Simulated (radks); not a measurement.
Problem. Method: non-relativistic Kohn-Sham, exchange-only LDA, spin-polarised, spherical densities, point nucleus; open shells are filled with parallel spins first (spin-orbit coupling, left out, can overturn this in heavy ions); computed with a radial shooting solver on a logarithmic mesh with Libxc functionals. Response by self-consistent Sternheimer equations with the Hartree and adiabatic exchange-only LDA kernel. For heavy and open-shell atoms this level of theory can miss by tens of per cent. Rank Zr+, F+, Fe+, Ag+, Br (NIST ground configurations) by static dipole polarisability, largest first.

Solution. Zr+ 60.09, Fe+ 25.39, Br 23.93, Ag+ 10.75, F+ 1.959 bohr^3.
